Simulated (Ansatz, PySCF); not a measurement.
Noncovalent pair: SiH4 (SMILES [SiH4]) (first 5 atoms) with C3H4 (SMILES C=C=C); geometry from B3LYP-D3(BJ)/def2-TZVP, rigid monomers moved along the line of their centres of mass till Si1···C6 is 3.29 Å.
(charge 0, multiplicity 1):
```xyz
12

Si    -0.181    -0.031     0.110
H     -0.641    -1.425     0.287
H     -1.041     0.886     0.888
H     -0.267     0.329    -1.326
H      1.223     0.097     0.558
C      0.065    -1.266     3.150
C      0.100     0.015     3.372
C      0.132     1.297     3.582
H      0.948    -1.804     2.826
H     -0.847    -1.836     3.280
H      0.374     1.704     4.557
H     -0.082     1.999     2.784
```

Interaction energies are E(AB) − E(A) − E(B) at the monomers' geometry in the complex; basis-set methods are counterpoise corrected.

Frozen-core correlation.

Run with Ansatz (Gaussian orbitals); PySCF for the dispersion terms. Each number belongs to the level named beside it.

PBE/def2-TZVPPD gives 41.2 meV for the interaction energy.

Problem. Predict the shift from PBE, with its sign, for: PBE-D3(BJ)/def2-TZVPPD, r2SCAN/def2-TZVPPD, PBE0/def2-TZVPPD, wB97M-V/def2-TZVPPD, MP2/aug-cc-pV(D+d)Z, CCSD(T)/aug-cc-pV(D+d)Z.

Solution. PBE-D3(BJ)/def2-TZVPPD -92.7; r2SCAN/def2-TZVPPD -49.4; PBE0/def2-TZVPPD -6.9; wB97M-V/def2-TZVPPD -87.8; MP2/aug-cc-pV(D+d)Z -55.7; CCSD(T)/aug-cc-pV(D+d)Z -40.2 meV. 0 of 6 lie above PBE; the widest gap is to PBE-D3(BJ)/def2-TZVPPD.

Ansatz is an electronic-structure program.
